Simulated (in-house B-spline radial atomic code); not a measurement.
The numbers below are computed, except where a source is named.
Rh in an electron gas of r_s = 2.4: phase shifts, screening, friction and resistivity

A nucleus sits in a uniform electron gas with a rigid positive background. The Kohn-Sham equations are solved self-consistently in the spin-unpolarised LDA (PW92), non-relativistic, on B-splines with outgoing waves at the boundary and partial waves to l = 8. The model has no lattice, no bands and no magnetic solution. Atomic units; δ_l are the phase shifts at the Fermi level, counted so that each bound state adds π, and good to about 0.0005.

The density parameter is r_s = 2.4 bohr, near that of the valence electrons of In (3 per atom, density 7.31 g/cm³, mass 114.82 u, which gives r_s = 2.41).

```csv
l,δ_l (rad)
0,12.2876
1,9.5024
2,5.9346
3,0.0234
4,0.0047
5,0.0004
6,0.0000
7,-0.0002
8,-0.0001
```

Bound levels below the band bottom (hartree): s -20.28, p -16.93, d -10.73, s -2.364, p -1.351 and deeper ones.

Q: Check the Friedel sum rule, and say where the screening charge sits.

A: k_F = (9π/4)^(1/3)/r_s = 0.79965. The rule is Z = (2/π) Σ (2l + 1) δ_l. The terms are s 7.823, p 18.148, d 18.890, f 0.104 and 0.027 beyond, in all 44.992 against Z = 45. Bound states hold 8 s, 18 p, 10 d electrons, so the scattering states carry 8.99 in all; where a term is smaller than its bound count, the bound level has drawn weight out of the band.

Q: Find the transport cross section and the electronic stopping of a 2 keV Rh ion (mass 102.91 u).

A: σ_tr = (4π/k_F²) Σ (l + 1) sin²(δ_l − δ_(l+1)). The terms for l = 0 to 3 are 0.1217, 0.3418, 0.3963, 0.0014, all together 0.8614, so σ_tr = 19.652 × 0.8614 = 16.928 bohr². With n = 3/(4π r_s³) = 0.01727, the friction coefficient is Q = n k_F σ_tr = 0.2338. For v well below v_F = 0.800, dE/dx = Q v; with 24801 eV per u at v = 1, v = √(2000/(24801 × 102.91)) = 0.0280, so dE/dx = 0.00654 hartree/bohr = 3.36 eV/nm. The largest term couples the d and f waves.

Q: What residual resistivity would 1 atomic per cent of such centres give in In?

A: Δρ = k_F n_i σ_tr/n in atomic units of 21.74 μΩ·cm. With one host atom per 3 electrons, n_i/n = 0.01/3, so Δρ = 0.7996 × 0.00333 × 16.928 × 21.74 = 0.98 μΩ·cm. This is an atom added to the gas, as on an interstitial site.

Q: On a substitutional site the background of one host ion, a sphere holding 3 charges, is taken out. The phase shifts for l = 0 to 4 become 11.7038, 8.9620, 5.5854, -0.0588, -0.0121. What follows?

A: The Friedel sum is now 41.99, for Z − 3 = 42. The sum in σ_tr is 1.3362, so σ_tr = 26.26 bohr² and Δρ = 1.52 μΩ·cm per atomic per cent, 1.55 times the value above. A real host ion scatters too, so this model doesn't give zero even for the host's own atom.
